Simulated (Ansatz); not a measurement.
The lowest singlet and triplet of CH2S (SMILES C=S); geometries from B3LYP-D3(BJ)/def2-TZVP, each state relaxed from the structure named, with no frequency check.
Singlet (charge 0, multiplicity 1):
| atom | x (Å) | y (Å) | z (Å) |
|---|---|---|---|
| C | -0.9886 | 0.1318 | 0.2229 |
| S | 0.5645 | -0.0753 | -0.1273 |
| H | -1.5608 | 0.9787 | -0.1523 |
| H | -1.5402 | -0.5652 | 0.8517 |

A positive gap puts the triplet lower; no zero-point energy. R- takes a restricted singlet. U- takes an unrestricted singlet (broken symmetry where lower, unprojected). The triplet is unrestricted in single-reference levels. Active spaces average the two states.

Cores are frozen in the correlated methods.

The values were computed with Ansatz (Gaussian basis) for Hartree–Fock, density functionals and correlated methods. Each number belongs to the level named beside it.

**Question.** Give the gap E(singlet) − E(triplet), vertical, at the singlet's geometry at the level R-SVWN5/def2-TZVPP.

**Answer.** -42.7 kcal/mol

**Question.** What is the computed gap E(singlet) − E(triplet), vertical, at the singlet's geometry (FIC-MRCISD+Q on SA-CASSCF(4,3)/cc-pV(Q+d)Z)?

**Answer.** -47.2 kcal/mol

**Question.** What gap E(singlet) − E(triplet), vertical, at the singlet's geometry does U-HF/cc-pV(D+d)Z (spin-contaminated) give?

**Answer.** -26.5 kcal/mol

Ansatz is a first-principles code.
